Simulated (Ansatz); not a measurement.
Geometry optimisation, Ansatz 0.2.0, UKS BLYP-D4/def2-SVP.

Input:

```yaml
crystal:
  periodic: [false, false, false]
  atoms:
    - { symbol: Ge, position_ang: [-0.707132, 0.473798, -0.998668] }
    - { symbol: Cl, position_ang: [0.107226, -1.467061, -1.692773] }
    - { symbol: H, position_ang: [-1.53654, 0.996649, -2.20582] }
    - { symbol: H, position_ang: [-1.640335, 0.236417, 0.210823] }
    - { symbol: H, position_ang: [0.46193, 1.44324, -0.709574] }
    - { symbol: H, position_ang: [1.008701, -1.152848, 0.756561] }
    - { symbol: "N", position_ang: [0.978576, -0.520602, 1.560293] }
    - { symbol: H, position_ang: [-0.004623, -0.401313, 1.825666] }
    - { symbol: H, position_ang: [1.332196, 0.391719, 1.253491] }
magnetization:
  spin_polarized: true
basis:
  gaussian: { orbitals: def2-SVP }
hamiltonian:
  xc: blyp
  dispersion: d4
relax:
  f_tol: 0.03
  max_steps: 50
```

Launched with:

```bash
$ ansatz run input.yaml --threads 2 --pin off --max-ram 3072MiB --backend cpu --events-out ev --progress --plain --runs-dir out
```

**Question.** Where does it end, and by what steps?

**Answer.** The forces met the threshold. After 5 steps the energy has fallen by 0.049 eV; N7 moved furthest, 0.18 Å.

```csv
step,energy less start (eV),largest force component (eV/Å),accepted
0,0.0000,0.356,yes
1,-0.0416,0.173,yes
2,-0.0432,0.285,yes
3,-0.0462,0.228,yes
4,-0.0443,0.135,no
5,-0.0493,0.016,yes
```

```xyz
9
Properties=species:S:1:pos:R:3
Ge -0.793 0.531 -1.121
Cl 0.087 -1.415 -1.673
H -1.604 1.005 -2.356
H -1.719 0.309 0.099
H 0.365 1.508 -0.810
H 1.061 -1.189 0.839
N 1.082 -0.603 1.687
H 0.097 -0.464 1.954
H 1.424 0.318 1.381
```

Whether the end is a true minimum wasn't checked by a vibrational analysis.

Time of the run: 17 s on 2 threads of Arm Neoverse V1 (shared host), peak memory 0.16 GiB.
